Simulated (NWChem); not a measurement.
Molecule: CH5BO3; SMILES C(B(O)O)O

```xyz
10

O      0.0548     1.8959    -0.0369
C     -0.8157     0.7485     0.1192
B      0.0299    -0.6089     0.0219
O     -0.5196    -1.8589    -0.0620
O      1.3845    -0.5029     0.0446
H      0.2031     2.0179    -0.9873
H     -1.2559     0.8539     1.1199
H     -1.6619     0.8013    -0.5843
H     -1.4857    -1.8380    -0.0794
H      1.5879     0.4458     0.1412
```
Atoms are numbered in this order, from 1.

Program: NWChem. Geometry: optimised at B3LYP/6-31G* (spherical d). Vertical excitations in the gas phase; the lowest state need not have the same character in each row.

**Question.** Among these, which level gives the lowest value of “lowest excitation, singlet (eV)”?
A) PBE/def2-SVP, full TDDFT
B) PBE0/def2-SVP, full TDDFT
C) LRC-wPBEh/def2-SVP, full TDDFT
D) B3LYP/def2-SVP, full TDDFT

**Answer.** A, PBE/def2-SVP, full TDDFT. Values: PBE/def2-SVP, full TDDFT 6.32; B3LYP/def2-SVP, full TDDFT 6.87; PBE0/def2-SVP, full TDDFT 7.14; LRC-wPBEh/def2-SVP, full TDDFT 7.26
